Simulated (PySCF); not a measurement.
Computed structure and properties of [PbO]2+

System: [PbO]2+ (singlet); start: template (C∞v). Method: PySCF 2.14.0, RKS r2SCAN, Pb def2-SVP with ECP60, O def2-SVP; non-relativistic Hamiltonian with scalar-relativistic core potentials where named; density fitting; no spin-orbit coupling.

Input of the relaxation:

```python
mol = gto.M(atom='''
Pb     0.00000     0.00000    -0.11521
O      0.00000     0.00000     1.49799''',
    basis={'Pb': 'def2-SVP', 'O': 'def2-SVP'},
    ecp={'Pb': 'def2-SVP'},
    charge=2, spin=0)
mf = dft.RKS(mol, xc='R2SCAN')
mf.grids.atom_grid = (50, 194)
mf = mf.density_fit()  # fitting sets: Pb def2-universal-JKFIT, O def2-universal-JKFIT
mf.conv_tol = 1e-08; mf.max_cycle = 55
mf.kernel(dm0)  # dm0: converged density of the start geometry
# quasi-Newton relaxation in Cartesian coordinates to a largest gradient under 0.00045 Eh/bohr, steps kept in the point group
```

Run from Python with OMP_NUM_THREADS=2; the lines above give its settings. Where DIIS fails, smearing, a level shift and second-order steps follow.
It took 28 s on 2 threads of Arm Neoverse V1, on a shared host, from the converged density of the start.

Course of the relaxation:

```csv
step,energy above end (eV),largest force component within the symmetry (eV/Å)
0,3.5332,18.777
1,2.2392,10.462
2,0.3000,2.298
3,0.1299,1.314
4,0.0236,0.464
5,0.0030,0.149
6,0.0001,0.027
7,0.0000,0.003
```

Relaxed geometry (C∞v):

```xyz
2

Pb    0.0000    0.0000   -0.6264
O     0.0000    0.0000    2.0092
```

```csv
contact,Å
Pb1–O2 (O),2.636
```

Some metal–ligand contacts ended over 25 % longer than in the template from which the work began, so those ligands are loosely bound or lost.

No frequency check is given for this geometry.

Rigid scan of O along the line from its metal:

```csv
distance to O2 (Å),energy (eV)
2.34,0.243
2.44,0.094
2.54,0.021
2.64,0.000
2.74,0.014
2.84,0.048
2.94,0.096
3.09,0.181
```

One start shape was tried, so this needn't be the lowest isomer.
